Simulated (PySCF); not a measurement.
ClRb, SMILES [Cl][Rb] (connectivity only; charge and spin as stated), charge +1, multiplicity 2.

The structure is a stationary point at B3LYP-D3(BJ)/def2-TZVPD. The multiplicity is an assumed one; other spin states were not compared. The def2 effective core potentials stand for the cores of Rb; spin–orbit coupling is left out.

Two levels are set side by side: PBE/def2-TZVPD (PySCF) and r2SCAN/def2-TZVPD (PySCF). Same geometry, gas phase. Differences are taken from unrounded values.

| quantity | r2SCAN |
|---|---|
| α-spin orbital gap (eV) | 7.79 |
| β-spin orbital gap (eV) | 1.25 |

Question: What does PBE give, and how far is it from r2SCAN? (An estimate is asked for; the answer gives what the named calculation found.)

Answer: 
```csv
quantity,PBE,PBE minus r2SCAN
α-spin orbital gap (eV),6.43,-1.36
β-spin orbital gap (eV),0.39,-0.86
```

Rough cost on one machine, each run with all the roots and properties that it gave: r2SCAN against PBE about 2 times.
